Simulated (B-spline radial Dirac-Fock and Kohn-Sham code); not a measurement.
Calculated with a radial atomic solver, using the Dirac equation of a negative muon with reduced mass in the field of a spherical finite nucleus, with the Uehling potential to all orders; nuclear polarisation, deformation, hyperfine structure, self-energy, higher-order vacuum polarisation, relativistic recoil and electron screening are left out. The nuclear charge is a Fermi distribution (skin thickness 2.3 fm).

Q: A muonic atom of atomic mass 99.92 u emits these computed lines: 2p3/2 → 1s1/2 3208 keV, 3d5/2 → 2p3/2 869.5 keV, 4f7/2 → 3d5/2 304.8 keV, 5g9/2 → 4f7/2 140.5 keV. Which element is it, and what rms charge radius was used?

A: Silver (Z = 47, nuclide ¹⁰⁰Ag); the high transitions hardly feel the nucleus and fix Z. The 2p → 1s line lies 1630 keV below the value for a point nucleus without QED, which for this nuclear model gives a radius near 4.47 fm (4.4719 fm was used).
